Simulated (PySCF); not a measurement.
C3H3BrF2, SMILES FC(/C=C\Br)F.

Coordinates come from a B3LYP-D3(BJ)/def2-SVP optimisation. The structure was generated by enumeration; whether it is a known compound was not checked. One conformer was computed; it need not be the lowest.

All values below come from r2SCAN/def2-TZVP run with PySCF.

Q: Estimate the frontier levels, gap, dipole moment and polarisability. (Estimate from the structure and the level; the computed values follow.)

A: 
```yaml
highest_occupied_level: -7.02 eV
lowest_empty_level: -1.87 eV
orbital_gap: 5.15 eV
dipole_moment: 1.83 D
quadrupole, principal values (traceless, Buckingham form, about the centre of nuclear charge): -6.64, -3.44, 10.08 D·Å
mean_static_polarisability: 57.5 bohr³ (8.51 Å³)
polarisability_principal_values: 41.1, 52.2, 79.1 bohr³
```
